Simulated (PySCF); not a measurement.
Energy of Ar⁺ (argon, charge +1) between two integer charges

The 3p beta orbital of [Ne] 3s2 3p5 is emptied in steps (occupation f), with all orbitals relaxed, ending at [Ne] 3s2 3p4. All numbers are calculated (PySCF 2.14, the non-relativistic Hamiltonian (point nucleus), in aug-cc-pV(D+d)Z (5s4p3d, 32 functions)). The exact energy is a straight line in f; departures are measured from the line between the end points of the same method.

```
   f  UHF (eV)  LDA (eV)  PBE (eV)  PBE0 (eV)  r2SCAN (eV)  LC-wPBE (eV)  BHandHLYP (eV)  wB97X (eV)  BLYP (eV)  r2SCAN0 (eV)
   1     0.000     0.000     0.000      0.000        0.000         0.000           0.000       0.000      0.000         0.000
0.75     0.217    -1.178    -1.141     -0.806       -1.063        -0.253          -0.488      -0.323     -1.154        -0.751
 0.5     0.281    -1.575    -1.518     -1.071       -1.398        -0.331          -0.654      -0.428     -1.540        -0.986
0.25     0.205    -1.182    -1.133     -0.797       -1.023        -0.241          -0.494      -0.320     -1.155        -0.721
   0     0.000     0.000     0.000      0.000        0.000         0.000           0.000       0.000      0.000         0.000
```

Task: For BLYP, how does the orbital energy at f = 1 compare with the removal energy?

Result: −ε = 21.406 eV against a total-energy difference of 27.546 eV. By Janak's theorem ε = ∂E/∂f, so the gap between them reflects the curvature. Along the path −ε is 24.462 (f = 0.75), 27.543 (f = 0.5), 30.629 (f = 0.25) eV.

```
   method  E(f=0) − E(f=1) (eV)  −ε at f=1 (eV)  −ε at f=0.5 (eV)
      UHF                26.397          27.591            26.365
      LDA                27.845          21.582            27.836
      PBE                27.621          21.532            27.643
     PBE0                27.631          23.322            27.654
   r2SCAN                27.700          21.985            27.799
  LC-wPBE                27.764          26.399            27.795
BHandHLYP                27.567          24.981            27.550
    wB97X                27.632          25.905            27.643
     BLYP                27.546          21.406            27.543
  r2SCAN0                27.665          23.619            27.744
```

Reference removal energy between the ground levels: 27.630 eV (measured; NIST Atomic Spectra Database, ionization energies). The calculation has no spin-orbit coupling. UHF lacks correlation.
